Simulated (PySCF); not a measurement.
Identify the unknown among the candidates.

All candidates are C5H14OSi2.

* 1H NMR: chemical shifts (computed TMS as zero) by class: 5.32 (1 H), 5.31 (1 H), 5.16 (1 H), 4.94 (1 H), 1.78 (1 H), 1.36 (1 H), 1.32 (1 H), 1.24 (1 H), 1.24 (1 H), 1.02 (3 H), 0.96 (1 H), 0.88 (1 H) ppm [GIAO KT2/pcSseg-1]
* Polarisability: 111.3 au [CAM-B3LYP/def2-SVPD]
* Rotational structure: rotational constants A, B, C: 3.298, 0.714, 0.614 GHz [PBE0-D3(BJ)/def2-SVP]
* 13C NMR: chemical shifts (computed TMS as zero) by class: 42.9 (1 C), 30.3 (1 C), 28.8 (1 C), 19.6 (1 C), 17.3 (1 C) ppm [GIAO KT2/pcSseg-1]
* UV, first state: lowest singlet excitation: 7.19 eV (173 nm, f = 0.003) [TDDFT CAM-B3LYP/def2-SVPD]
* NMR, other nuclei: isotropic shieldings of nuclei other than C and H, by class: 292 (1 O), 355 (1 Si), 358 (1 Si) ppm [GIAO KT2/pcSseg-1]
* Dipole: 2.04 D [CAM-B3LYP/def2-SVPD]

Gas-phase values; electronic properties from PySCF, density fitting. Levels stand in brackets. One conformer (not necessarily the lowest) at the PBE0-D3(BJ)/def2-SVP geometry, without solvent, vibrations or thermal averaging. Each NMR value is the plain mean over a class of atoms that symmetry, rotation or inversion makes alike.

Question: Which candidate is it?
A. `C=C(C)[Si@@](O)([SiH3])CC`
B. `CCC[C@@H]1C[SiH2]O[SiH2]1`
C. `CCO[Si@@H](C)/C=C/[SiH3]`
D. `[SiH3]C[SiH]1CCOCC1`
E. `CC(C)OC1[SiH2]C[SiH2]1`

Answer: B. It is `CCC[C@@H]1C[SiH2]O[SiH2]1`. Numbering: `[CH3:1][CH2:2][CH2:3][C@@H:4]1[CH2:5][SiH2:6][O:7][SiH2:8]1`. Its formula, C5H14OSi2, gives 1 degree of unsaturation: 1 ring and 0 π bonds in the structure found. 5 carbons fall into 5 classes; from least to most shielded: chain CH2 carbon [C3] (42.9 ppm), chain CH2 carbon [C2] (30.3 ppm), ring sp3 carbon bound to silicon [C4] (28.8 ppm), ring sp3 carbon bound to silicon [C5] (19.6 ppm), methyl carbon [C1] (17.3 ppm). Hydrogen classes from least to most shielded: 1 H on an oxygen-bound silicon, Si8 (5.32 ppm), 1 H on an oxygen-bound silicon, Si6 (5.31 ppm), 1 H on an oxygen-bound silicon, Si6 (5.16 ppm), 1 H on an oxygen-bound silicon, Si8 (4.94 ppm), 1 H on a chain CH2 carbon, C3 (1.78 ppm), 1 H on a chain CH2 carbon, C2 (1.36 ppm), 1 H on an sp3 carbon bound to silicon, C4 (1.32 ppm), 1 H on an sp3 carbon bound to silicon, C5 (1.24 ppm), 1 H on a chain CH2 carbon, C3 (1.24 ppm), 3 H on a methyl carbon, C1 (1.02 ppm), 1 H on a chain CH2 carbon, C2 (0.96 ppm), 1 H on an sp3 carbon bound to silicon, C5 (0.88 ppm). The other shieldings belong to: 292 ppm, siloxane oxygen [O7]; 355 ppm, oxygen-bound silicon [Si8]; 358 ppm, oxygen-bound silicon [Si6]. The optimised geometry has point group C1 and is an asymmetric top.

The others, at the same levels:
- `CCO[Si@@H](C)/C=C/[SiH3]` fails: its computed 13C shifts are 151.5 (1 C), 139.0 (1 C), 63.7 (1 C), 20.5 (1 C), -6.3 (1 C) ppm, 1H shifts are 7.03 (1 H), 6.43 (1 H), 5.19 (1 H), 4.24 (3 H), 3.89 (1 H), 3.78 (1 H), 1.27 (3 H), 0.22 (3 H) ppm and lowest singlet excitation is 5.81 eV (213 nm, f = 0.002) (against 7.19 eV).
- `C=C(C)[Si@@](O)([SiH3])CC` fails: its computed 13C shifts are 147.1 (1 C), 123.7 (1 C), 24.3 (1 C), 15.8 (1 C), 10.4 (1 C) ppm, 1H shifts are 5.77 (1 H), 5.61 (1 H), 3.41 (3 H), 1.80 (3 H), 1.21 (3 H), 0.76 (1 H), 0.65 (1 H), 0.15 (1 H) ppm and lowest singlet excitation is 6.25 eV (198 nm, f = 0.128) (against 7.19 eV).
- `[SiH3]C[SiH]1CCOCC1` fails: it has 3 carbon classes against 5; its computed 13C shifts are 71.9 (2 C), 16.8 (2 C), -8.6 (1 C) ppm, 1H shifts are 4.39 (2 H), 4.27 (1 H), 3.97 (3 H), 3.40 (2 H), 0.86 (2 H), 0.73 (2 H), -0.17 (2 H) ppm and static isotropic polarisability is 115.0 au (against 111.3 au).
- `CC(C)OC1[SiH2]C[SiH2]1` fails: its computed lowest singlet excitation is 6.13 eV (202 nm, f = 0.016) (against 7.19 eV), static isotropic polarisability is 117.5 au (against 111.3 au) and rotational constant A is 2.638 GHz (against 3.298 GHz).

Each candidate is one conformer, not necessarily the lowest. Dipoles, sizes and rotational constants follow the conformer. The torsions of the flexible species, by atom-mapped SMILES:
- `[CH3:1][CH2:2][O:3][Si@@H:4]([CH3:5])/[CH:6]=[CH:7]/[SiH3:8]`: C1–C2–O3–Si4 169°, C2–O3–Si4–C5 67°, O3–Si4–C6–C7 -129°
- `[CH2:1]=[C:2]([CH3:3])[Si@@:4]([OH:5])([SiH3:6])[CH2:7][CH3:8]`: C1–C2–Si4–O5 -11°, C2–Si4–C7–C8 177°, H–O5–Si4–C2 -62°
- `[CH3:1][CH:2]([CH3:3])[O:4][CH:5]1[SiH2:6][CH2:7][SiH2:8]1`: C1–C2–O4–C5 71°, C2–O4–C5–Si6 59°

The conformers of `CCC[C@@H]1C[SiH2]O[SiH2]1` and `[SiH3]C[SiH]1CCOCC1` aren't listed.
